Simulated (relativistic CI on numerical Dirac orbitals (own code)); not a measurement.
## Hyperfine structure of Hg44+, mass number 201

Computed by Dirac-Coulomb-Breit CI, orbitals from a KLI potential per configuration, a model potential for QED, unscaled Slater integrals (own radial code, finite nucleus).

CI space (outside the closed core [Ar] 3d10): 4s2.4p6, 4s2.4p5.4d, 4s.4p6.4d, 4s2.4p5.4f, 4s.4p6.4f, 4p6.4d.4f, 4s2.4p5.5s, 4p6.4d2, 4p5.4d3, 4p5.4d2.4f, 4p5.4d2.5s, 4p6.4f2, 4p5.4d.4f2, 4p5.4f3, 4p5.4f2.5s. Double excitations out of closed p, d and f shells are left out; levels of such configurations are missing from the list, as are those of other unlisted configurations, and high levels can miss mixing partners.

Nuclear spin I = 3/2, μ = -0.558 μN, Q = 0.387 b (tables of Stone and Pyykkö). The electronic factors are computed for point nuclear moments, without core polarisation or the Bohr-Weisskopf and QED corrections.

```
           Level   E (Ry)  A (MHz)  B (MHz)
4s2.4p5.4d 3P°_1  12.8961   -18970    17500
4s2.4p5.4d 3F°_3  13.1118   -21800   -51800
4s2.4p5.4d 3D°_2  13.2350   -21750    -3570
4s2.4p5.4d 3F°_4  14.9694   -14480   -49600
4s2.4p5.4d 3D°_3  15.6391   -12530    22300
4s2.4p5.4d 3F°_2  23.2598   -83680    14200
4s2.4p5.4d 1P°_1  25.0391    53690     4020
 4s2.4p5.4f 3D_1  30.1449    46760    -3590
```

Levels with J = 0, under 50 % of one LS term, or S terms without an open s electron are left out. Small factors come from cancelling terms and can be off by tens of per cent or more.

At this charge energies of transitions that change n are usually good to better than 1 %, and those within a shell (Δn = 0) to a few per cent.

(1) Give the hyperfine levels of 4s2.4p5.4d 3F°_2 relative to its centre of gravity.

Results:

(1) With K = F(F + 1) − I(I + 1) − J(J + 1), E = AK/2 + B[¾K(K + 1) − I(I + 1)J(J + 1)]/[2I(2I − 1)J(2J − 1)]: F = 1/2: 389000, F = 3/2: 251000, F = 5/2: 32940, F = 7/2: -247500 MHz.

LS names give the leading component of a level, which can be under half, so a name can repeat, a term be missing and a line seem to break the LS rules.
